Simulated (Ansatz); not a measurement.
System: C$_{2}$H$_{9}$N$_{2}$Si, net charge 0, doublet state. It need not be the lowest isomer of its formula. 
Geometry from a B3LYP-D3(BJ)/def2-TZVP (Ansatz, a quantum-chemistry and plane-wave program) optimisation:
SMILES: [Si](N)(N)([CH2])C
```xyz
14

Si     0.0300    -0.0007     0.0090
C      1.5887    -0.7887    -0.5968
C     -1.1572     0.1569    -1.4324
N     -0.8407    -0.8751     1.2201
N      0.5236     1.4540     0.7849
H      2.5360    -0.7081    -0.0724
H      1.6170    -1.4492    -1.4579
H     -2.0807     0.6530    -1.1261
H     -1.4217    -0.8211    -1.8441
H     -0.7107     0.7427    -2.2387
H     -1.4819    -1.6059     0.9534
H     -0.3945    -1.0886     2.0993
H     -0.1448     2.0281     1.2740
H      1.2924     1.9974     0.4275
```
Charge 0, spin multiplicity 2.

Computed values are from Ansatz. Correlated levels leave the core frozen unless marked. Open shells are spin-unrestricted. No spin-orbit coupling. No relativistic terms. Basis-set limits of correlation are two-point, X^-3; Hartree-Fock from the larger set. The bracket is a focal-point correction in the basis named.

```json
{
 "atomisation energy De": "1220.8 kcal/mol at RI-MP2/CBS(cc-pV(T+d)Z,cc-pV(Q+d)Z)+[CCSD(T)-MP2]/cc-pV(D+d)Z",
 "total_energy": "-480.0290 Eh at RI-MP2/CBS(cc-pV(T+d)Z,cc-pV(Q+d)Z)+[CCSD(T)-MP2]/cc-pV(D+d)Z",
 "dipole_moment": "0.08 D at CCSD(T)/aug-cc-pV(D+d)Z",
 "T1 diagnostic": "0.012 at CCSD/aug-cc-pV(D+d)Z"
}
```
